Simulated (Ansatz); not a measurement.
Job for Ansatz (a first-principles code): R-CCSD(T)/aug-cc-pVDZ on BH3O (SMILES BO) with ghost functions, monomers drawn apart or pushed together.

Ansatz 0.2 input:
```yaml
crystal:
  periodic: [false, false, false]
  atoms:
    - {symbol: B, position_ang: [0.83565654, 0.00177501, 3.67374823]}
    - {symbol: O, position_ang: [-0.39540721, -0.25372594, 3.20145488]}
    - {symbol: H, position_ang: [1.01360053, -0.07803676, 4.85124154]}
    - {symbol: H, position_ang: [1.72659971, 0.30194093, 2.92265196]}
    - {symbol: H, position_ang: [-0.45883615, -0.16791743, 2.23528503]}
basis:
  gaussian:
    orbitals: aug-cc-pVDZ
    ghost_atoms:
      - {symbol: B, position_ang: [-0.78249207, 0.03356036, -0.55957221]}
      - {symbol: O, position_ang: [-0.05463652, 0.10726250, 0.58399616]}
      - {symbol: H, position_ang: [-1.92537720, -0.27307727, -0.44197787]}
      - {symbol: H, position_ang: [-0.26913211, 0.27111895, -1.61051570]}
      - {symbol: H, position_ang: [0.86929821, 0.35718925, 0.46689350]}
magnetization: {spin_polarized: false}
correlation: {method: ccsd_t, electrons: outside_noble_gas}
scf: {lower_state_search: off}
```

Program output:

```
WARN ansatz: RAYON_NUM_THREADS=1 ignored (pool sized by the plan → 1); use --threads N
Functional definition: HF
these checks for a lower state are left out or cut short: stability, starts, cluster_reference, orbital_swaps, neighbouring_geometries, increment
integrals: 0.33 GiB planned
1197 factors; integrals over basis functions are off by at most 1.0e-3 eV
mean field: 0.29 GiB planned
mean field evaluation 1: about -2755.5129 eV, gradient 3.2e1 eV
mean field evaluation 2: about -2755.5123 eV, gradient 3.2e1 eV
mean field evaluation 4: about -2757.5745 eV, gradient 2.3e0 eV
mean field evaluation 8: about -2757.5937 eV, gradient 8.1e-2 eV
mean field -2757.59377906 eV, -101.3397022162 hartree, gradient 8.5e-7 eV, S^2 0.000000; 0 other end points of the search recorded, 0 dependent functions left out
2 core orbitals not correlated
reference -2757.59377906 eV, -101.3397022162 hartree; 6, 6 occupied and 138, 138 virtual orbitals, 1197 factors
second order -8.01854375 eV of doubles, -0.00000000 eV of singles
coupled cluster: 1.15 GiB planned
cycle   1  -8.29237875 eV  change   -2.7e-1 eV  update   7.2e-2
cycle   2  -8.51987227 eV  change   -2.3e-1 eV  update   2.1e-2
cycle   3  -8.58335829 eV  change   -6.3e-2 eV  update   1.2e-2
cycle   4  -8.57811882 eV  change    5.2e-3 eV  update   3.4e-3
cycle   5  -8.57793798 eV  change    1.8e-4 eV  update   1.4e-3
cycle   6  -8.57832877 eV  change   -3.9e-4 eV  update   3.8e-4
cycle   7  -8.57815861 eV  change    1.7e-4 eV  update   1.1e-4
cycle   8  -8.57812269 eV  change    3.6e-5 eV  update   3.3e-5
cycle   9  -8.57812804 eV  change   -5.3e-6 eV  update   1.1e-5
perturbative correction -0.22581407 eV, -0.0082985141 hartree
Total energy: -2766.39772117 eV, -101.6632411213 hartree
Checks for a lower state left out: stability, starts, cluster_reference, orbital_swaps, neighbouring_geometries, increment
```

The run converged.

Cost: roughly 12 core-seconds.
